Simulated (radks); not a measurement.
The numbers below are computed, except where a source is named.
The palladium ion Pd8+, 38 electrons, occupied as [Kr] 5s2 (not the ground configuration).

Level of theory: Dirac Kohn-Sham, PBE, spin-unpolarised, spherical densities, point nucleus (a radial shooting solver on a logarithmic mesh with Libxc functionals).

Energy parts (hartree):
part                        energy
total                  -5026.38491
kinetic                 5252.23608
electron-nucleus      -11958.24970
Hartree                 1817.88640
exchange-correlation    -138.25769

Orbitals (lengths in bohr, moments of r in powers of bohr):
orbital,occ.,eigenvalue (hartree),<r>,<r^4>,small-component weight
1s1/2,2,-893.6813,0.03185,4.884e-06,2.83e-02
2s1/2,2,-135.7526,0.1380,0.0008727,5.91e-03
2p1/2,2,-126.3607,0.1171,0.0005707,5.92e-03
2p3/2,4,-120.5042,0.1221,0.0006537,5.69e-03
3s1/2,2,-29.37949,0.3781,0.04111,1.66e-03
3p1/2,2,-25.67932,0.3701,0.04089,1.60e-03
3p3/2,4,-24.65136,0.3808,0.04556,1.54e-03
3d3/2,4,-18.12158,0.3535,0.04152,1.43e-03
3d5/2,6,-17.91549,0.3569,0.04295,1.41e-03
4s1/2,2,-8.62605,0.8894,1.139,4.72e-04
4p1/2,2,-7.39497,0.9301,1.409,4.30e-04
4p3/2,4,-7.19155,0.9513,1.537,4.16e-04
4d3/2,0,-5.19743,1.057,2.537,3.32e-04
4d5/2,0,-5.16386,1.064,2.598,3.28e-04
5s1/2,2,-3.68140,1.805,17.96,1.67e-04
5p1/2,0,-3.25109,1.926,23.58,1.51e-04
5p3/2,0,-3.19385,1.959,25.16,1.48e-04

The highest occupied level is 5s1/2 at -100.18 eV. The configuration is held as typed, so some empty levels lie below it. The density falls to 0.001 e/bohr^3 at r = 3.08 bohr.
